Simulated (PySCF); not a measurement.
## TaH: one state, many levels of theory

State: quintet, unpaired electrons σ ↑, π ↑↑, δ ↑, a mixture of terms (⟨Lz²⟩ = 5.8). Set-up: PySCF, spin-free X2C with a Gaussian nucleus, basis sets Ta x2c-TZVPPall, H x2c-TZVPPall. De refers to Ta (5d3 6s2) + H in their high-spin ground configurations, without counterpoise correction. The functionals are run spin-unrestricted. A positive dipole means Ta(−)H(+). Levels whose curve was spin-contaminated or gave no clean fit are not listed.

```
      Level  Re (Å)  ωe (cm⁻¹)  De (eV)  μ (D)
        UHF   1.823       1688      n/a  -1.85
    UHF-MP2   1.732       1881      n/a    n/a
UHF-SCS-MP2   1.753       1825      n/a    n/a
   UHF-CCSD   1.762       1797     2.44    n/a
UHF-CCSD(T)   1.758       1798     2.38    n/a
        PBE   1.722       1840      n/a  -1.72
       BLYP   1.736       1799      n/a  -1.69
       PBE0   1.739       1832      n/a  -1.89
    r²SCAN0   1.725       1858      n/a  -1.94
      ωB97X   1.761       1769      n/a  -1.83
     B2PLYP   1.749       1821      n/a  -1.90
```

Task: What does a quarter of exact exchange do here, going from PBE to PBE0?

Result: PBE0 less PBE: +1.7 pm in Re, -0.4 % in ωe. Exact exchange removes part of the self-interaction that spreads semilocal densities, and in most molecules shortens and stiffens the bond and lowers De; here Re and ωe go the other way.

Task: What does second-order correlation do here, going from UHF to UHF-MP2?

Result: UHF-MP2 less UHF: -9.1 pm in Re, +11.4 % in ωe. Correlation nearly always deepens the well. The bond shortens, as in weak, metallic or heavy-atom bonds, where dispersion and the correlation of outer-core electrons pull the atoms together.

Task: What does all correlation do here, going from UHF to UHF-CCSD(T)?

Result: UHF-CCSD(T) less UHF: -6.5 pm in Re, +6.5 % in ωe. Correlation nearly always deepens the well. The bond shortens, as in weak, metallic or heavy-atom bonds, where dispersion and the correlation of outer-core electrons pull the atoms together.

Correlated steps freeze 23 core orbitals. De is left out where the level can put another filling of the metal’s s and d shells below the measured ground configuration, by anything from nothing to about 1 eV. Spin–orbit coupling is left out, which matters for elements this heavy, above all for dissociation energies. B2PLYP dipoles, levels and charges come from its SCF part alone. With d or f electrons several states lie close, and the lowest PBE0 determinant need not be the measured ground state.

The whole job (state search and all levels along the bond) took about 35 min on 2 threads of Arm Neoverse V2 (shared host), peak memory 4.4 GiB.
